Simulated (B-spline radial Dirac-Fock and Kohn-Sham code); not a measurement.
## Dipole and non-dipole photoemission parameters of Nd 3p1/2

System: atomic neodymium, configuration [Xe] 4f4 6s2; threshold 1403.0 eV (tabulated edge). Method: Dirac-Hartree-Slater photoionisation with a Latter tail; cross sections with all multipoles, angular parameters from the dipole term and its interference with E2. Computed with a B-spline atomic structure program.

For linearly polarised light dσ/dΩ = σ/(4π) [1 + β P₂(cos θ) + (δ + γ cos²θ) sin θ cos φ], with θ from the polarisation vector and φ the angle between the beam and the projection of the electron momentum on the plane normal to the polarisation.

```csv
hν (eV),σ (kb),β,γ,δ
1450,80.8,0.428,-0.107,0.204
2000,54.7,1.420,0.221,0.026
2210,47.2,1.492,0.116,0.013
2420,40.8,1.536,0.046,0.007
2480,39.2,1.545,0.032,0.006
2780,32.2,1.577,-0.011,0.003
3170,25.4,1.596,-0.015,0.001
4000,16.1,1.601,0.071,0.003
5040,9.95,1.583,0.247,0.006
5414.7,?,?,?,?
7470,4.04,1.511,0.676,0.022
8400,3.04,1.483,0.822,0.028
13300,0.938,1.352,1.447,0.069
```

Task: Give the values at Cr Kα (5414.7 eV).

Result: σ = 8.50 kb, β = 1.573, γ = 0.316, δ = 0.008.
